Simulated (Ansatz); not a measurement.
H7NSeSi2, SMILES `N[SiH2][SiH2][SeH]`, relaxed with RKS PBE-D4/def2-SVP in Ansatz from a rough embedded geometry. The force threshold is 0.03 eV/Å; the program also tests the step.

The species carries charge 0 and has multiplicity 1.

Start:

```xyz
11

N    -0.289   -1.767   -0.673
Si    0.259   -0.768    0.652
Si   -0.657    1.220    0.407
Se   -0.121    2.172   -1.617
H     0.217   -2.739   -0.572
H     0.059   -1.425   -1.568
H     1.698   -0.614    0.606
H    -0.186   -1.331    1.925
H    -0.246    2.124    1.536
H    -2.151    1.119    0.490
H     1.418    2.009   -1.185
```

**Question.** How much energy does the relaxation release, and in how many steps? (Best estimate.)

**Answer.** Computed: 0.55 eV, in 9 steps.

**Question.** Which bonds change most? (An estimate is asked.)

**Answer.** Computed: Si2–Si3 from 2.203 to 2.350 Å; Se4–H11 from 1.607 to 1.488 Å; N1–H5 from 1.101 to 1.024 Å; Si2–H7 from 1.448 to 1.520 Å.

**Question.** Give the relaxed structure. (Best estimate.)

**Answer.** Computed: 
```xyz
11

N    -0.155   -1.705   -0.683
Si    0.335   -0.843    0.755
Si   -0.678    1.259    0.482
Se   -0.123    1.945   -1.668
H     0.171   -2.665   -0.831
H    -0.103   -1.171   -1.558
H     1.820   -0.599    0.963
H    -0.151   -1.589    1.971
H    -0.270    2.286    1.508
H    -2.180    1.188    0.437
H     1.335    1.895   -1.375
```
